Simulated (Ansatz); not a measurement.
Z-matrix (Å, degrees):
```
Sb
H 1 1.6761
H 1 1.6761 2 110.32
H 1 1.6761 2 110.32 3 -122.14
```
Charge +1, spin multiplicity 2.

The numbers are results of Ansatz (a first-principles code) with frozen-core CCSD(T)/def2-TZVPP // PBE0-D3(BJ)/def2-TZVP, not measurements.

```yaml
HF energy: -240.67824 Ha
MP2 correlation energy: -0.32983 Ha
```

Estimate the CCSD correlation energy, the (T) correction, the total energy and the T1 diagnostic.


| Property | Result |
|---|---|
| CCSD correlation energy | -0.34221 Ha |
| (T) correction | -0.00767 Ha |
| CCSD(T) total energy | -241.02812 Ha |
| T1 diagnostic | 0.013 |
